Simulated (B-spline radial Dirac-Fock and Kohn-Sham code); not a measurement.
## Radiative decay of the L2 hole in Se³⁺

System: selenium as Se³⁺ in the configuration [Ar] 3d10 4s2 4p1.

Calculated with a radial finite-basis atomic code, using one-electron (LDA, Dirac) transition rates at Dirac-Fock energies.

```
       line  multipole  energy (eV)  width (meV)  share (%)
 Lη (L2-M1)         E1       1243.0        0.614       3.36
Lβ1 (L2-M4)         E1       1422.3         17.5       96.1
Lγ5 (L2-N1)         E1       1470.7       0.0923      0.506
```

The listed lines hold 100.0 % of the radiative rate. The radiative width is 0.0182 eV in the length form and 0.0188 eV in the velocity form; the two differ because the transition energies are not eigenvalue differences of the potential that gave the orbitals.
